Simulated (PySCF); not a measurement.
2-chlorocyclopenta-1,3-diene (C5H5Cl), SMILES ClC1=CCC=C1.

Geometry: PBE0-D3(BJ)/def2-SVP. The values are those of a single conformer.

All values below come from SMD-B3LYP/6-31G* (PySCF).

Solvation free energies are E(SMD) − E(gas) at the gas-phase geometry, for 1 M in both phases. In vacuum the dipole moment is 2.13 D.

Computed solvation free energies in water, toluene, cyclohexanone:
```tsv
solvent	ΔG(solv) (kcal/mol)	its non-electrostatic (CDS) part	dipole (D)
water	-0.9	2.5	2.94
toluene	-5.2	-3.6	2.51
cyclohexanone	-4.9	-1.8	2.87
```
